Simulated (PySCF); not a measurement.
Compound: CH8N2Si2Te.
Structure used (PBE0-D3(BJ)/def2-SVP), in Å, numbered top down from 1:
```xyz
14
CH8N2Si2Te angstrom
C     -2.525   -1.510    0.905
N     -1.520   -0.761    1.061
Si    -0.774    0.160   -0.242
Te    -0.867    2.537    0.578
Si     1.483   -0.482   -0.448
N      2.438    0.950   -0.246
H     -3.059   -1.657   -0.059
H     -2.937   -2.077    1.762
H     -1.553    0.009   -1.522
H      0.173    2.996   -0.639
H      1.709   -1.606    0.524
H      1.752   -1.026   -1.816
H      2.235    1.545    0.552
H      3.437    0.910   -0.420
```

Computed, not measured: PBE0-D3(BJ)/def2-SVP geometry optimisation, gas phase, def2 core potentials past Kr in PySCF.

Question: Which atoms are bound to Te4, and at what distances?

Answer: 2 atoms: H10 1.666 Å, Si3 2.516 Å. The nearest atom not counted as bound is H13, at 3.26 Å.

Question: What is the shape at Te4?

Answer: Bent: angle 90.0°.

Question: What are the other bond lengths?

Answer: C1=N2 1.264 Å; N2–Si3 1.761 Å; Si3–Si5 2.355 Å; Si5–N6 1.734 Å; C1–H7 1.112 Å; C1–H8 1.106 Å; Si3–H9 1.506 Å; Si5–H11 1.503 Å; Si5–H12 1.497 Å; N6–H13, N6–H14 1.015 Å.

Question: Give some angles away from the centre.

Answer: C1–N2–Si3 123.8°, N2–Si3–Te4 103.7°, N2–Si3–Si5 109.2°, Te4–Si3–Si5 108.8°, Si3–Si5–N6 107.0°.

Question: What are the rotational constants (commonest isotopes, rigid rotor)?

Answer: A = 1313, B = 868.3, C = 550.6 MHz: an asymmetric top.

Point group: C1 (no symmetry element, even within 0.4 Å). Charge 0, singlet. Stationary, but not proved a minimum.

On one thread, Arm Neoverse V1 (aarch64), no GPU, shared host with 32 logical CPUs at a one-minute load of 20, this took 97 s of wall time and 0.57 GiB of memory at its peak. These figures are those of the optimisation.

One conformer stands for the species.
